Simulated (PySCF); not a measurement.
boroxine cation (B3H3O3), SMILES O1BOBOB1 (connectivity only; charge and spin as stated), charge +1, multiplicity 2.

Geometry: PBE-D3(BJ)/def2-SVP. The spin state was assumed, not searched.

Computed with PBE-D3(BJ)/def2-SVP (PySCF).

No scaling factor is applied to the harmonic values.

```json
[
 {"mode": "1", "ν (cm⁻¹)": "114", "IR (km/mol)": "2.7", "moving atoms (share of kinetic energy)": "B 52 %, O 47 %"},
 {"mode": "2", "ν (cm⁻¹)": "202", "IR (km/mol)": "4.0", "moving atoms (share of kinetic energy)": "O 44 %, H 29 %, B 27 %"},
 {"mode": "3", "ν (cm⁻¹)": "254", "IR (km/mol)": "0.0", "moving atoms (share of kinetic energy)": "O 47 %, H 32 %, B 21 %"},
 {"mode": "4", "ν (cm⁻¹)": "325", "IR (km/mol)": "29.5", "moving atoms (share of kinetic energy)": "H 47 %, O 33 %, B 20 %"},
 {"mode": "5", "ν (cm⁻¹)": "491", "IR (km/mol)": "69.1", "moving atoms (share of kinetic energy)": "O 65 %, B 28 %"},
 {"mode": "6", "ν (cm⁻¹)": "647", "IR (km/mol)": "34.2", "moving atoms (share of kinetic energy)": "O 64 %, B 32 %"},
 {"mode": "7", "ν (cm⁻¹)": "728", "IR (km/mol)": "0.0", "moving atoms (share of kinetic energy)": "H 55 %, B 42 %"},
 {"mode": "8", "ν (cm⁻¹)": "780", "IR (km/mol)": "32.1", "moving atoms (share of kinetic energy)": "H 47 %, B 43 %, O 10 %"},
 {"mode": "9", "ν (cm⁻¹)": "813", "IR (km/mol)": "48.5", "moving atoms (share of kinetic energy)": "H 57 %, O 22 %, B 21 %"},
 {"mode": "10", "ν (cm⁻¹)": "820", "IR (km/mol)": "42.8", "moving atoms (share of kinetic energy)": "H 62 %, B 34 %"},
 {"mode": "11", "ν (cm⁻¹)": "855", "IR (km/mol)": "0.7", "moving atoms (share of kinetic energy)": "H 89 %"},
 {"mode": "12", "ν (cm⁻¹)": "914", "IR (km/mol)": "24.8", "moving atoms (share of kinetic energy)": "B 64 %, O 30 %"},
 {"mode": "13", "ν (cm⁻¹)": "930", "IR (km/mol)": "4.2", "moving atoms (share of kinetic energy)": "B 42 %, O 33 %, H 25 %"},
 {"mode": "14", "ν (cm⁻¹)": "949", "IR (km/mol)": "9.6", "moving atoms (share of kinetic energy)": "H 50 %, O 30 %, B 20 %"},
 {"mode": "15", "ν (cm⁻¹)": "1014", "IR (km/mol)": "6.7", "moving atoms (share of kinetic energy)": "H 50 %, O 31 %, B 20 %"},
 {"mode": "16", "ν (cm⁻¹)": "1128", "IR (km/mol)": "23.2", "moving atoms (share of kinetic energy)": "B 59 %, O 34 %"},
 {"mode": "17", "ν (cm⁻¹)": "1251", "IR (km/mol)": "44.8", "moving atoms (share of kinetic energy)": "B 65 %, O 28 %"},
 {"mode": "18", "ν (cm⁻¹)": "1345", "IR (km/mol)": "273.0", "moving atoms (share of kinetic energy)": "B 55 %, O 43 %"},
 {"mode": "19", "ν (cm⁻¹)": "2277", "IR (km/mol)": "1031.4", "moving atoms (share of kinetic energy)": "H 95 %"},
 {"mode": "20", "ν (cm⁻¹)": "2379", "IR (km/mol)": "268.2", "moving atoms (share of kinetic energy)": "H 92 %"},
 {"mode": "21", "ν (cm⁻¹)": "2758", "IR (km/mol)": "33.1", "moving atoms (share of kinetic energy)": "H 89 %, B 10 %"}
]
```
